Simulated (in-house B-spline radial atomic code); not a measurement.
## How G0W0 and RPA depend on the start: As10+

Configuration [Ar] 3d5, highest spin. Computed with an all-electron radial atomic-structure program (B-spline basis): all electrons, non-relativistic, point nucleus, each spin shell either full or empty, empty states to l = 9 with an (l + 1/2)⁻⁴ tail; G0W0 by contour deformation at full frequency.

```json
{"start": "Hartree-Fock", "mean-field 3d up (eV)": "-299.85", "G0W0 (eV)": "?", "QP weight": "?", "RPA correlation (Eh)": "?"}
{"start": "PBE", "mean-field 3d up (eV)": "-278.32", "G0W0 (eV)": "-298.04", "QP weight": "0.975", "RPA correlation (Eh)": "-1.621"}
{"start": "r2SCAN0", "mean-field 3d up (eV)": "-285.29", "G0W0 (eV)": "-298.26", "QP weight": "0.979", "RPA correlation (Eh)": "-1.5731"}
{"start": "PBE0", "mean-field 3d up (eV)": "-284.03", "G0W0 (eV)": "?", "QP weight": "?", "RPA correlation (Eh)": "?"}
```

**Question.** What G0W0 level, weight and RPA correlation energy follow from the PBE0 start?

**Answer.** G0W0 level -298.23 eV, weight 0.978, RPA correlation -1.5881 hartree.

**Question.** What G0W0 level, weight and RPA correlation energy follow from the Hartree-Fock start?

**Answer.** G0W0 level -298.72 eV, weight 0.984, RPA correlation -1.5019 hartree.

**Question.** How much of the dependence on the start does G0W0 remove?

**Answer.** The mean-field levels span 21.5 eV and the G0W0 levels 0.677 eV. Against 296 ± 2.4 eV (NIST, tabulated theory) the G0W0 removal energies are off by +2.04 to +2.72 eV, with relativity, Breit and QED terms left out.
